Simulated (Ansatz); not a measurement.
Species: AlI3, SMILES `[I][Al]([I])[I]` (charge 0, multiplicity 1).

Problem. Give a relaxed geometry from Ansatz (a quantum-chemistry and plane-wave program) with B3LYP-D3(BJ)/def2-TZVP.

Solution. the end point of this relaxation (outside a Z-matrix the atoms follow the SMILES, hydrogens last).
Z-matrix (Å, degrees):
```
Al
I 1 2.4633
I 1 2.4633 2 120.00
I 1 2.4633 2 120.00 3 -180.00
```
